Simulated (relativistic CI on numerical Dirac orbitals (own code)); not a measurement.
Pd⁴⁺ (4d6) in a crystal field

Calculated by Dirac-Coulomb-Breit CI, orbitals from a KLI potential per configuration, a model potential for QED, valence Slater integrals scaled by 0.65, one configuration in a parametric crystal field (own radial code).

Field parameters in Wybourne normalisation: D4h B²₀ = −7Ds, B⁴₀ = 21(Dq − Dt), B⁴₄ = 21√(5/14) Dq; Oh B⁴₀ = 21Dq, B⁴₄ = √(5/14) B⁴₀. The field is a parameter set, without covalency.

S and J are read from ⟨S²⟩ = S(S + 1) and ⟨J²⟩ = J(J + 1) of each level; they are not fictitious spins.

D4h, 10Dq = 25350, Ds = 1030, Dt = 350 cm⁻¹, the lowest 10 levels:

```json
{"E (cm⁻¹)": "0.0", "Degeneracy": "1", "Irrep": "A1", "S": "0.11", "J": "4.51"}
{"E (cm⁻¹)": "12627", "Degeneracy": "1", "Irrep": "B1", "S": "1.05", "J": "4.28"}
{"E (cm⁻¹)": "13140", "Degeneracy": "1", "Irrep": "B2", "S": "1.04", "J": "4.04"}
{"E (cm⁻¹)": "13501", "Degeneracy": "2", "Irrep": "E", "S": "1.04", "J": "4.09"}
{"E (cm⁻¹)": "15071", "Degeneracy": "1", "Irrep": "A2", "S": "1.08", "J": "3.68"}
{"E (cm⁻¹)": "15237", "Degeneracy": "1", "Irrep": "A1", "S": "1.03", "J": "3.86"}
{"E (cm⁻¹)": "16927", "Degeneracy": "2", "Irrep": "E", "S": "1.04", "J": "3.91"}
{"E (cm⁻¹)": "17349", "Degeneracy": "1", "Irrep": "A1", "S": "1.16", "J": "4.02"}
{"E (cm⁻¹)": "17539", "Degeneracy": "2", "Irrep": "E", "S": "1.13", "J": "3.80"}
{"E (cm⁻¹)": "17569", "Degeneracy": "1", "Irrep": "B1", "S": "1.02", "J": "3.88"}
```

D4h, 10Dq = 22000, Ds = 1140, Dt = 170 cm⁻¹, the lowest 16 levels:

| E (cm⁻¹) | Degeneracy | Irrep | S | J |
| --- | --- | --- | --- | --- |
| 0.0 | 1 | A1 | 0.14 | 4.50 |
| 10696 | 1 | B1 | 1.10 | 4.27 |
| 11427 | 1 | B2 | 1.08 | 4.00 |
| 11543 | 2 | E | 1.10 | 4.10 |
| 13311 | 1 | A2 | 1.13 | 3.64 |
| 13411 | 1 | A1 | 1.05 | 3.94 |
| 13926 | 2 | E | 1.18 | 3.82 |
| 14167 | 1 | A1 | 1.28 | 3.84 |
| 14554 | 2 | E | 1.18 | 3.70 |
| 14998 | 1 | B1 | 1.02 | 3.86 |
| 17377 | 2 | E | 1.86 | 3.78 |
| 17478 | 1 | B2 | 1.94 | 3.78 |
| 17621 | 1 | A2 | 1.46 | 3.93 |
| 18391 | 1 | B1 | 1.91 | 3.57 |
| 18437 | 2 | E | 1.89 | 3.44 |
| 18948 | 2 | E | 0.60 | 4.78 |

Oh, 10Dq = 14250 cm⁻¹, the lowest 10 levels:

```
E (cm⁻¹)  Degeneracy  Irrep     S     J
     0.0           1     A1  0.40  4.38
    4618           2      E  1.68  3.73
    4915           3     T2  1.86  3.78
    5025           3     T1  1.74  3.52
    5879           3     T2  1.67  3.26
    6179           1     A1  1.74  3.26
    6522           3     T1  1.89  2.95
    8480           2      E  1.38  4.00
    9455           3     T2  1.57  3.53
   10360           3     T1  1.31  4.15
```

The free-ion ground term has S = 2. The field overcomes the spin-pairing energy for D4h, 10Dq = 25350, Ds = 1030, Dt = 350 cm⁻¹; D4h, 10Dq = 22000, Ds = 1140, Dt = 170 cm⁻¹; Oh, 10Dq = 14250 cm⁻¹, where the ground state has lower spin; these fields are assumed values.

Levels of this model without a field, named by their leading LS term (the scale mimics covalency, so terms lie below those of the real free ion): 5D_4 0, 5D_3 2095, 5D_2 3019, 5D_1 3782, 5D_0 4107, 3H_4 14007, 3H_6 14694, 3H_5 15025 cm⁻¹.
